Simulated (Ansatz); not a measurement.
`CB/C(F)=C\O` and `O/C=C(\O)F` differ in one atom or group.

Ansatz, PBE0-D4/def2-TZVP geometries, multiplicity 1. Each molecule was computed in one conformer, which needn't be the lowest.

| property | `CB/C(F)=C\O` |
| --- | --- |
| size of the dipole moment (ωB97M-V/def2-TZVPP) / D | 2.87 |
| LUMO energy (PBE/def2-TZVPP) / eV | -2.40 |
| HOMO energy (PBE/def2-TZVPP) / eV | -5.69 |
| HOMO energy (ωB97M-V/def2-TZVPP) / eV | -9.08 |
| size of the dipole moment (PBE/def2-TZVPP) / D | 2.96 |
| HOMO energy (B3LYP/def2-TZVPP) / eV | -6.69 |

Task: Give the same properties after the change, and the shifts. (Best estimate.)

Result: The calculation gave: 
```json
{"property": "size of the dipole moment (ωB97M-V/def2-TZVPP) / D", "`O/C=C(\\O)F`": "2.54", "shift": "-0.33"}
{"property": "LUMO energy (PBE/def2-TZVPP) / eV", "`O/C=C(\\O)F`": "-0.28", "shift": "2.12"}
{"property": "HOMO energy (PBE/def2-TZVPP) / eV", "`O/C=C(\\O)F`": "-5.13", "shift": "0.56"}
{"property": "HOMO energy (ωB97M-V/def2-TZVPP) / eV", "`O/C=C(\\O)F`": "-8.71", "shift": "0.37"}
{"property": "size of the dipole moment (PBE/def2-TZVPP) / D", "`O/C=C(\\O)F`": "2.45", "shift": "-0.51"}
{"property": "HOMO energy (B3LYP/def2-TZVPP) / eV", "`O/C=C(\\O)F`": "-6.25", "shift": "0.44"}
```

With PBE0 the HOMO rises by 0.45 eV and the LUMO rises by 2.13 eV, so the gap widens by about 1.68 eV. PBE moves the HOMO by 0.56 eV and ωB97M-V by 0.37 eV. Dipoles are sizes alone; their direction can turn.

B3LYP here is the variant with VWN-RPA as its local correlation; programs differ in this.
